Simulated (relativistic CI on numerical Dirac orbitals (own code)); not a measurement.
**Sensitivity of the levels of Cs8+ to α and to the nuclear radius**

Method of calculation: Dirac-Coulomb-Breit CI, separate exchange-only KLI orbitals for each configuration, derivatives by finite differences, unscaled Slater integrals, QED left out (own radial code, finite nucleus).

Configurations in the expansion (outside the closed core [Kr]): 4d10 5s, 4d10 5p, 4d10 5d, 4d10 4f, 4d10 5f, 4d9 5s 4f, 4d10 6s, 4d9 5s2. Levels of other configurations are missing.

With x = (α/α₀)² − 1 an excitation energy changes as ω = ω₀ + qx; K = 2q/ω₀ is the relative enhancement. Terms are leading LS components, so labels can repeat. The field-shift factor is F = δν/δ⟨r²⟩ for the transition from the lowest level.

Lowest level 4d10 5s 2S_1/2.

```
             Level  ω₀ (cm⁻¹)  q (cm⁻¹)  F (GHz/fm²)
   4d10 5p 2P°_1/2     122875      9278        -37.6
   4d10 5p 2P°_3/2     144864     33720        -38.5
   4d10 4f 2F°_5/2     246266     46810        -39.4
   4d10 4f 2F°_7/2     247042     47400        -39.3
    4d10 5d 2D_3/2     340513     36160        -38.3
    4d10 5d 2D_5/2     344034     39720        -38.2
    4d10 6s 2S_1/2     449895     22650        -22.8
    4d9 5s2 2D_5/2     520513    -61590         48.1
    4d9 5s2 2D_3/2     539069    -43320         48.4
   4d10 5f 2F°_5/2     551146     39560        -37.8
   4d10 5f 2F°_7/2     551686     40070        -37.8
 4d9 5s 4f 4P°_1/2     702345    -10110         5.94
 4d9 5s 4f 4P°_3/2     705309     -7939         5.97
 4d9 5s 4f 4P°_5/2     710905     -3841         6.08
 4d9 5s 4f 2P°_1/2     716623     -7582         4.41
4d9 5s 4f 4H°_13/2     721747    -10440         6.16
 4d9 5s 4f 2P°_3/2     722677     -3674         4.58
4d9 5s 4f 4H°_11/2     724713     -9107         6.06
 4d9 5s 4f 4H°_9/2     728284     -7395         5.96
 4d9 5s 4f 4H°_7/2     734992      -484         6.23
 4d9 5s 4f 4D°_7/2     735875    -10200         6.22
4d9 5s 4f 2H°_11/2     735883     -8738         4.75
 4d9 5s 4f 4F°_5/2     736111    -10630         6.12
```

At this charge configurations can still be misplaced by up to about 7 % of their energy. Levels and lines within the n = 5 or 6 shells can be off by up to 10 % or somewhat more, and those that change n by about 2 %, since core polarisation is missing. Levels that differ in their count of f electrons can be misplaced by several ten thousand cm⁻¹, since the correlation energy of f electrons is missing or only estimated; rates across such gaps can be off by orders of magnitude.

(1) Which transition from the lowest level has the largest |K|?

## Answers

(1) 4d10 5p 2P°_3/2 at 144864 cm⁻¹, K = 0.465.
